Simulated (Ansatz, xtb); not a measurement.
Two structures of F2HSi2+

We compare I, a singlet given by its coordinates, with II, a singlet given by its coordinates. Both are gas-phase species (loosely bound parts included), relaxed with B3LYP/6-31G*.

I (Å):

```yaml
atoms:
  - { symbol: F, position_ang: [-0.2696, 0.1473, -2.6970] }
  - { symbol: F, position_ang: [-0.4494, 0.2334, 1.9017] }
  - { symbol: Si, position_ang: [-1.3180, -0.4062, -1.6309] }
  - { symbol: Si, position_ang: [0.1708, 0.5070, 0.4661] }
  - { symbol: H, position_ang: [1.4677, 1.2265, 0.6731] }
```

Close contacts (Å): F1–Si3 1.59, F2–Si4 1.59, Si3–Si4 2.73, Si4–H5 1.50.

II (Å):

```xyz
5

F     0.0247    1.9428    0.9507
F    -0.7585   -0.3038    0.2151
Si   -1.0289    1.4987   -0.1544
Si    0.1291   -1.7882    0.8972
H     1.4048   -1.3267    0.2075
```

Close contacts (Å): F1–Si3 1.59, F2–Si3 1.86, F2–Si4 1.86, Si4–H5 1.52.

Problem. Estimate which is lower in electronic energy at CCSD(T)/def2-TZVPP, and by roughly how much.

Solution. Too close to call at this level: CCSD(T)/def2-TZVPP gives E(II) − E(I) = −0.03 kcal/mol.

Level by level:

| level | geometry | E(II) − E(I) (kcal/mol) | departure from the last row (kcal/mol) | job, with rough time for the two |
| --- | --- | --- | --- | --- |
| B3LYP/6-31G* | B3LYP/6-31G* | −2.32 | −2.28 | optimisation, 1.8 min |
| HF/def2-TZVPP | B3LYP/6-31G* | +0.44 | +0.47 | part of the CCSD(T) run |
| MP2/def2-TZVPP | B3LYP/6-31G* | +1.18 | +1.21 | part of the CCSD(T) run |
| CCSD(T)/def2-TZVPP | B3LYP/6-31G* | −0.03 |  | single point, 71 s |

The largest departure from CCSD(T)/def2-TZVPP is that of B3LYP/6-31G*, 2.28 kcal/mol. Levels run at GFN2-xTB geometries aren't shown.

With harmonic frequencies from B3LYP/6-31G* (ideal gas, rigid rotor, one conformer each, 298.15 K, 1 atm): on the last row, ΔE + ΔZPE = −0.95 kcal/mol. A mode under 50 cm⁻¹ makes harmonic enthalpies and free energies unreliable, so none is given.

The correlated steps freeze 12 core orbitals. Codes used: Ansatz 0.2.0; the last row on 1 thread of Intel(R) Xeon(R) Platinum 8259CL CPU @ 2.50GHz (Skylake/Cascade Lake) on a shared host.
